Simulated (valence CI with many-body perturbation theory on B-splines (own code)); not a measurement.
## E1 transitions of Sr VIII

Method: valence CI with perturbative core correlation (CI+MBPT): three valence electrons over a frozen Dirac-Fock core [Ar] 3d10, a basis of 11 s, 11 p, 10 d, 8 f, 5 g, 2 h functions for each j, with the one-electron correlation potential Σ1, the two-electron term Σ2, the three-electron term Σ3, Breit, model QED; selected CI, second order for the rest, scaled by the run's own slope (own B-spline code, finite nucleus).

Against 9 measured levels this calculation errs by 132 cm⁻¹ on average and by 214 at most. These come from a selection out of Sansonetti, J. Phys. Chem. Ref. Data 41, 013102 (2012). Levels without a partner in it may be off by more.

Lines 301 to 350 of 563 in falling wavelength, among levels below 773450 cm⁻¹, chosen from the strongest by gf and those to the six lowest levels. Wavelengths and rates use the calculated energies, so an error of 100 cm⁻¹ moves a line at 41.77 nm by 0.042 % and its rate by three times that or more. Electric multipoles are in the length gauge, E1 and E2 with the static RPA response of the core. Weak lines are less certain than strong ones. Lines between different terms over intervals too small for the method are left out, as are lines whose strength nearly cancels. Where a level lies close to another of its J and parity, the split of strength between their lines is uncertain. The highest levels of a list are the least certain.

Names give the largest LS component (configuration and term), which can be under half, so a name can repeat, a term be missing and a line seem to break the LS rules; names also repeat where a configuration has a term twice. Letters in brackets count levels of one name in rising energy.

| λ vac (nm) | Upper | Lower | A (s⁻¹) | log gf | Branch % |
| --- | --- | --- | --- | --- | --- |
| 41.77 | 4s4p4f ⁴G_9/2 | 4s4p4d ⁴F°_9/2 | 1.69e+09 | -0.35 | 5.9 |
| 41.77 | 4s4p4f ⁴D_3/2 | 4s4p4d ⁴P°_1/2 | 8.16e+09 | -0.07 | 23.4 |
| 41.68 | 4s4p4f ⁴D_1/2 | 4s4p4d ⁴P°_3/2 | 6.87e+09 | -0.45 | 19.8 |
| 41.57 | 4s4p4f ⁴D_1/2 | 4s4p4d ⁴P°_1/2 | 2.72e+10 | 0.15 | 78.2 |
| 41.56 | 4s4p4f ²G_7/2 [b] | 4s4p4d ²F°_5/2 [b] | 8.36e+09 | 0.24 | 19.0 |
| 41.42 | 4s²4f ²F°_7/2 | 4s²4d ²D_5/2 | 5.31e+10 | 1.04 | 92.6 |
| 41.29 | 4s²4f ²F°_5/2 | 4s²4d ²D_5/2 | 4.09e+09 | -0.20 | 6.9 |
| 41.12 | 4p³ ²P°_3/2 | 4s4p² ⁴P_3/2 | 3.56e+08 | -1.44 | 3.4 |
| 41.07 | 4s4d² ²D_3/2 | 4s4p4d ²P°_3/2 [b] | 5.04e+09 | -0.29 | 7.7 |
| 41.00 | 4s²4f ²F°_5/2 | 4s²4d ²D_3/2 | 5.07e+10 | 0.88 | 85.0 |
| 40.97 | 4s4d² ²D_5/2 | 4s4p4d ²P°_3/2 [b] | 1.82e+10 | 0.44 | 28.3 |
| 40.97 | 4s4p4f ⁴D_7/2 | 4s4p4d ⁴P°_5/2 | 1.61e+10 | 0.51 | 51.5 |
| 40.96 | 4s4p4f ²G_9/2 [b] | 4s4p4d ²F°_7/2 [b] | 1.16e+10 | 0.46 | 23.1 |
| 40.92 | 4s4p4f ²G_7/2 [a] | 4s4p4d ⁴P°_5/2 | 3.09e+09 | -0.21 | 23.2 |
| 40.90 | 4s4p4f ²D_5/2 [b] | 4s²5p ²P°_3/2 | 9.59e+09 | 0.16 | 16.1 |
| 40.78 | 4s4p4f ⁴D_5/2 | 4s4p4d ⁴D°_3/2 | 1.19e+10 | 0.25 | 34.1 |
| 40.73 | 4s4p4f ⁴G_9/2 | 4s4p4d ⁴F°_7/2 | 2.35e+10 | 0.77 | 82.4 |
| 40.72 | 4s4d² ²D_5/2 | 4s4p4d ²D°_3/2 [b] | 1.58e+10 | 0.37 | 24.5 |
| 40.68 | 4s4p4f ⁴D_3/2 | 4s4p4d ⁴D°_1/2 | 4.98e+09 | -0.31 | 14.3 |
| 40.64 | 4s4d² ²D_3/2 | 4s4p4d ²P°_1/2 [b] | 2.67e+10 | 0.42 | 40.9 |
| 40.61 | 4s4p4d ⁴P°_5/2 | 4s4p² ²D_3/2 | 9.68e+07 | -1.84 | 0.3 |
| 40.56 | 4s²6d ²D_5/2 | 4s4p4d ²P°_3/2 [a] | 3.87e+09 | -0.24 | 40.8 |
| 40.56 | 4s4p4f ²F_5/2 [b] | 4s4p4d ²D°_3/2 [a] | 3.47e+10 | 0.71 | 57.1 |
| 40.49 | 4s4p4f ²D_3/2 [b] | 4s4p4d ²P°_1/2 [a] | 2.26e+10 | 0.35 | 35.9 |
| 40.45 | 4s4p4f ⁴G_7/2 | 4s4p4d ⁴F°_5/2 | 2.54e+10 | 0.70 | 85.9 |
| 40.44 | 4s4p4f ⁴D_5/2 | 4s4p4d ⁴P°_5/2 | 2.10e+09 | -0.51 | 6.0 |
| 40.41 | 4s4p4f ⁴F_5/2 | 4s4p4d ⁴F°_7/2 | 1.95e+09 | -0.54 | 6.7 |
| 40.39 | 4s4p4f ²F_7/2 [b] | 4s4p4d ²D°_5/2 [a] | 2.82e+10 | 0.74 | 58.2 |
| 40.37 | 4s4p4f ⁴F_9/2 | 4s4p4d ⁴F°_9/2 | 1.52e+10 | 0.57 | 53.5 |
| 40.35 | 4s4p4d ²P°_3/2 [a] | 4s4p² ²P_3/2 | 6.37e+09 | -0.21 | 18.8 |
| 40.29 | 4s4p4f ⁴G_11/2 | 4s4p4d ⁴F°_9/2 | 3.06e+10 | 0.95 | 100.0 |
| 40.28 | 4s4p4d ⁴D°_3/2 | 4s4p² ²D_3/2 | 8.17e+08 | -1.10 | 2.2 |
| 40.18 | 4p³ ²P°_3/2 | 4s4p² ⁴P_1/2 | 1.17e+08 | -1.95 | 1.1 |
| 40.17 | 4s4p4f ²F_7/2 [c] | 4s4p4d ²F°_7/2 [a] | 6.40e+09 | 0.09 | 17.4 |
| 40.14 | 4s4p4f ⁴G_5/2 | 4s4p4d ⁴F°_3/2 | 2.78e+10 | 0.60 | 90.1 |
| 40.00 | 4s4p4f ⁴F_7/2 | 4s4p4d ⁴F°_7/2 | 1.32e+10 | 0.40 | 45.2 |
| 39.99 | 4p²4d ⁴D_3/2 | 4p³ ²D°_5/2 | 4.68e+09 | -0.35 | 40.7 |
| 39.83 | 4s²5g ²G_7/2 | 4s4p4d ²D°_5/2 [a] | 6.67e+09 | 0.10 | 22.0 |
| 39.73 | 4s4p4f ⁴F_5/2 | 4s4p4d ⁴F°_5/2 | 1.25e+10 | 0.25 | 43.0 |
| 39.69 | 4s4p4f ²F_7/2 [b] | 4s4p4d ⁴D°_5/2 | 1.83e+09 | -0.46 | 3.8 |
| 39.66 | 4s4p4f ²G_7/2 [b] | 4s4p4d ²F°_7/2 [a] | 1.07e+10 | 0.30 | 24.3 |
| 39.56 | 4s4p4f ⁴F_3/2 | 4s4p4d ⁴F°_3/2 | 1.07e+10 | 0.00 | 38.9 |
| 39.50 | 4s4p4f ²D_5/2 [b] | 4s4p4d ²P°_3/2 [a] | 2.20e+10 | 0.49 | 36.8 |
| 39.40 | 4s4p4f ⁴F_9/2 | 4s4p4d ⁴F°_7/2 | 5.31e+09 | 0.09 | 18.7 |
| 39.34 | 4s4p4f ⁴F_7/2 | 4s4p4d ⁴F°_5/2 | 3.14e+09 | -0.23 | 10.7 |
| 39.29 | 4s4p4f ²G_9/2 [b] | 4s4p4d ²F°_7/2 [a] | 2.78e+10 | 0.81 | 55.4 |
| 39.17 | 4s4p4d ⁴F°_5/2 | 4s4p² ⁴P_5/2 | 1.91e+08 | -1.58 | 28.5 |
| 39.13 | 4s4p4f ²D_3/2 [b] | 4s²5p ²P°_1/2 | 3.50e+09 | -0.49 | 5.6 |
| 39.01 | 4p²4d ²P_3/2 [a] | 4p³ ²D°_5/2 | 5.73e+09 | -0.28 | 38.2 |
| 38.97 | 4s4p4d ⁴P°_3/2 | 4s4p² ²D_3/2 | 2.77e+08 | -1.60 | 0.7 |
